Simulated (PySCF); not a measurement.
## Atomic charges against the basis set

CH7BO2SSi.
Cartesian coordinates in Å at the PBE0-D3(BJ)/def2-SVP level; atoms count from 1:
```
atom  x, y, z in Å
C1     2.1971   -0.4428   -0.1764
S2     1.4970    0.8465    0.9085
Si3   -0.2740    1.3361   -0.2118
B4    -1.4612   -0.3146   -0.3282
O5    -2.6791   -0.4414    0.2691
O6    -0.9640   -1.3910   -0.9933
H7     2.5908   -0.0041   -1.1044
H8     3.0253   -0.9050    0.3771
H9     1.4497   -1.2109   -0.4186
H10    0.0831    1.8815   -1.5620
H11   -0.9278    2.4279    0.5800
H12   -2.9641    0.3470    0.7393
H13   -1.5660   -2.1465   -0.9427
```

PBE0 throughout (PySCF), one geometry, spherical d and f functions. The structure is a single PBE0-D3(BJ)/def2-SVP conformer in the gas phase; no vibrational or solvent corrections. Atoms taken as equivalent share a column and are averaged. The first 7 of 8 kinds of atom are listed.

Mulliken charges (e):

```tsv
basis	functions	C1	S2	Si3	B4	O5/O6	H7/H8/H9	H10/H11
STO-3G	45	-0.319	-0.044	+0.367	+0.182	-0.320	+0.082	-0.124
6-31G	76	-0.763	-0.092	+0.375	+0.455	-0.632	+0.221	-0.090
pcSseg-0	76	-0.919	-0.217	+0.294	+0.466	-0.631	+0.286	-0.008
6-31G*	106	-0.705	-0.134	+0.216	+0.392	-0.596	+0.222	-0.056
cc-pVDZ	127	-0.206	-0.198	+0.107	+0.014	-0.115	+0.088	-0.039
def2-SVP	127	-0.190	-0.280	+0.222	-0.015	-0.147	+0.094	-0.057
aug-cc-pVDZ	209	+0.326	-0.167	-0.720	+0.861	-0.449	-0.155	+0.342
6-311+G(2d,p)	220	-0.591	-0.037	+0.213	+0.732	-0.678	+0.183	-0.055
def2-TZVP	240	-0.360	-0.208	+0.046	+0.266	-0.410	+0.152	-0.021
cc-pVTZ	286	-0.288	-0.195	+0.077	+0.148	-0.239	+0.118	-0.026
IGLO-III	298	-0.523	-0.269	+0.605	+0.522	-0.546	+0.162	-0.159
pcSseg-2	328	-0.138	-0.213	+0.379	+0.406	-0.431	+0.075	-0.119
```

IAO charges (e):

```csv
basis,functions,C1,S2,Si3,B4,O5/O6,H7/H8/H9,H10/H11
STO-3G,45,-0.488,-0.061,+0.470,+0.114,-0.365,+0.130,-0.117
6-31G,76,-0.515,-0.158,+0.346,+0.259,-0.520,+0.170,-0.069
pcSseg-0,76,-0.509,-0.157,+0.305,+0.242,-0.493,+0.169,-0.059
6-31G*,106,-0.497,-0.167,+0.454,+0.281,-0.533,+0.160,-0.107
cc-pVDZ,127,-0.493,-0.164,+0.450,+0.269,-0.529,+0.158,-0.107
def2-SVP,127,-0.484,-0.162,+0.457,+0.264,-0.524,+0.155,-0.111
aug-cc-pVDZ,209,-0.500,-0.170,+0.457,+0.280,-0.549,+0.162,-0.105
"6-311+G(2d,p)",220,-0.508,-0.167,+0.480,+0.280,-0.552,+0.163,-0.113
def2-TZVP,240,-0.510,-0.165,+0.486,+0.283,-0.552,+0.163,-0.116
cc-pVTZ,286,-0.509,-0.168,+0.473,+0.285,-0.551,+0.163,-0.112
IGLO-III,298,-0.512,-0.161,+0.482,+0.283,-0.554,+0.163,-0.115
pcSseg-2,328,-0.510,-0.165,+0.481,+0.284,-0.553,+0.163,-0.114
```

Hirshfeld charges (e):

```
        basis  functions      C1      S2     Si3      B4   O5/O6  H7/H8/H9  H10/H11
       STO-3G         45  -0.050  -0.105  +0.261  +0.090  -0.177    +0.014   -0.090
        6-31G         76  -0.097  -0.139  +0.200  +0.143  -0.241    +0.045   -0.071
     pcSseg-0         76  -0.106  -0.117  +0.223  +0.144  -0.244    +0.038   -0.075
       6-31G*        106  -0.092  -0.139  +0.200  +0.145  -0.237    +0.046   -0.076
      cc-pVDZ        127  -0.110  -0.102  +0.210  +0.139  -0.233    +0.043   -0.081
     def2-SVP        127  -0.114  -0.092  +0.213  +0.146  -0.240    +0.042   -0.084
  aug-cc-pVDZ        209  -0.129  -0.094  +0.219  +0.160  -0.247    +0.045   -0.078
6-311+G(2d,p)        220  -0.122  -0.097  +0.218  +0.163  -0.250    +0.045   -0.078
    def2-TZVP        240  -0.123  -0.096  +0.213  +0.162  -0.250    +0.046   -0.079
      cc-pVTZ        286  -0.123  -0.099  +0.212  +0.162  -0.247    +0.045   -0.079
     IGLO-III        298  -0.131  -0.079  +0.216  +0.165  -0.252    +0.044   -0.078
     pcSseg-2        328  -0.130  -0.096  +0.221  +0.167  -0.251    +0.046   -0.080
```

Some averages cover members that differ in this geometry, most widely: O5/O6, Mulliken in aug-cc-pVDZ -0.493 to -0.405; H10/H11, Mulliken in aug-cc-pVDZ +0.313 to +0.371; H7/H8/H9, Mulliken in aug-cc-pVDZ -0.176 to -0.136; O5/O6, Mulliken in IGLO-III -0.564 to -0.529 e.

Which scheme is steadiest as the basis changes?

Largest range over the bases for any column: Hirshfeld 0.08 e, IAO 0.19 e, Mulliken 1.33 e. Hirshfeld charges move least and Mulliken charges most, counted in e. Without the minimal STO-3G basis the ranges are Hirshfeld 0.06, IAO 0.18, Mulliken 1.33 e.

How much do the charges still move between the two largest bases, IGLO-III and pcSseg-2?

At most, over all atoms: Mulliken 0.385 e, IAO 0.004 e, Hirshfeld 0.017 e.

What do the same runs give for the total energy, the frontier levels and the dipole moment?

| basis | energy (Eh) | HOMO (eV) | LUMO (eV) | μ (D) |
| --- | --- | --- | --- | --- |
| STO-3G | -894.3106 | -2.77 | 4.30 | 2.26 |
| 6-31G | -904.7449 | -6.45 | -0.41 | 2.61 |
| pcSseg-0 | -903.5829 | -6.61 | -0.50 | 2.84 |
| 6-31G* | -904.8652 | -6.42 | -0.26 | 2.38 |
| cc-pVDZ | -904.9304 | -6.42 | -0.20 | 2.15 |
| def2-SVP | -904.5420 | -6.44 | -0.22 | 2.16 |
| aug-cc-pVDZ | -904.9545 | -6.58 | -0.61 | 1.84 |
| 6-311+G(2d,p) | -905.0144 | -6.59 | -0.63 | 1.80 |
| def2-TZVP | -905.0336 | -6.58 | -0.50 | 1.81 |
| cc-pVTZ | -905.0348 | -6.56 | -0.44 | 1.91 |
| IGLO-III | -905.0376 | -6.53 | -0.50 | 1.69 |
| pcSseg-2 | -905.0497 | -6.62 | -0.59 | 1.89 |

The dipole is fixed by the density alone, so its range of 1.15 D shows that the density itself changes with the basis, not only its division among atoms.
